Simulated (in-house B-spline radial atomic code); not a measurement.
# KLI/ALDAx excitations of N IV (N3+)

Method: KLI/ALDAx. Computed with a B-spline radial code for spherical atoms: linear response of the closed shell [He] 2s2 with the adiabatic LDA exchange kernel on the exchange-only KLI potential; scalar-relativistic (spin-free one-electron X2C), finite nucleus, no spin-orbit coupling, no double excitations, S, P, D and F terms only.

Command:
```bash
python run_td.py task.json out
```
Settings (radii: box in bohr, nucleus in fm):
```
Z                        7
electrons                4
configuration            [He] 2s2
hamiltonian              x2c
method                   kli
box_radius               23.08
rms_radius               2.5582
intervals                109
```

Run time, properties included: 0.3 s on 1 thread of Intel(R) Xeon(R) Platinum 8488C (Sapphire Rapids), on a shared host.

The lowest states, in the order of their Tamm-Dancoff energies; the method's threshold (minus the highest occupied level) is 75.31 eV. Labels give the largest channel, * marks a mixed state, and oscillator strengths are full-response dipole values. Semilocal kernels can invert the small singlet-triplet splittings of Rydberg terms. Energies in eV:

```csv
state,full response,Tamm-Dancoff,oscillator strength
2s → 2p 3P,6.081,7.178,-
2s → 2p 1P,15.393,16.351,0.595
2s → 3s 3S,44.76,44.79,-
2s → 3s 1S,46.61,46.64,-
2s → 3p 3P,47.67,47.69,-
2s → 3p 1P,48.38,48.39,0.341
2s → 3d 3D,49.33,49.37,-
2s → 3d 1D,?,?,-
2s → 4s 3S,59.25,59.26,-
2s → 4s 1S,?,?,-
```

(1) Where does 2s → 3d 1D lie?

(2) Where does 2s → 4s 1S lie?

(3) How large is the singlet-triplet splitting of 2s → 2p (P terms) in Tamm-Dancoff?

(4) What polarisabilities and dispersion coefficient does the method give?

Results:

(1) At 50.52 eV in full response, 50.52 eV in Tamm-Dancoff.

(2) At 59.83 eV in full response, 59.84 eV in Tamm-Dancoff.

(3) 9.17 eV, from the unrounded values.

(4) Dipole 2.051 bohr³, quadrupole 1.483 bohr⁵, C6 2.012 hartree·bohr⁶ for two such species.
